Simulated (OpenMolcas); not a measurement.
## Re5+: moving or changing the point charges

Re5+ among 4 point charges of -1.5 e arranged as a square (D4h), 1.99 Å from the ion.

```yaml
Program: OpenMolcas
Method: "SS-CASPT2, IPEA 0.25 Eh, imaginary shift 0.1 Eh (closed shells correlated: 5s 5p)"
Basis: ANO-RCC-VDZP [7s6p4d2f1g]
Scalar_Hamiltonian: DKH2, point nucleus
Active_space: 2 electrons in 5 orbitals (5d)
State_averaging: 2S+1 = 3 even, 10 roots; 2S+1 = 1 even, 15 roots
Spin-orbit_coupling: RASSI with atomic mean-field integrals over the reference wave functions
```

Runs around this geometry, states (labels of D4, the rotations of D4h). Energies in cm-1 above the lowest state or level, χT in cm3 K/mol.

| R (Å) | q (e) | Ground state | First state of that spin | First gap with spin-orbit (degeneracies) | χT at 300 K | First state of another spin |
| --- | --- | --- | --- | --- | --- | --- |
| 1.99 | -0.75 | 3A2 | 3E 750 | 1600 (1, 2) | 0.072 | 1B2 9090 |
| 1.9 | -1.5 | 3E | 3A2 1370 | 3610 (1, 2) | 0.022 | 1A1 8550 |
| 1.99 | -1.5 | 3E | 3A2 800 | 3250 (1, 2) | 0.026 | 1A1 9170 |
| 2.21 | -1.5 | 3E | 3A2 130 | 2440 (1, 2) | 0.042 | 1B2 9180 |

The ground state changes within this set.

Free-ion shares, where given, are those of the reference states; single-state CASPT2 does not remix them. Spin-orbit coupling mixes the spin-free states strongly: the lowest level takes only 52 % from its leading state, 3E, which lies 755 cm-1 above the lowest spin-free state (figures for R = 1.99, q = -0.75; the like holds for R = 1.9, q = -1.5, R = 1.99, q = -1.5, R = 2.21, q = -1.5). An orbital doublet at a regular site is open to a Jahn-Teller distortion, which this geometry leaves out (holds for R = 1.9, q = -1.5; R = 1.99, q = -1.5; R = 2.21, q = -1.5). This is an electrostatic model: the charges have no orbitals. No measured value stands beside these numbers.
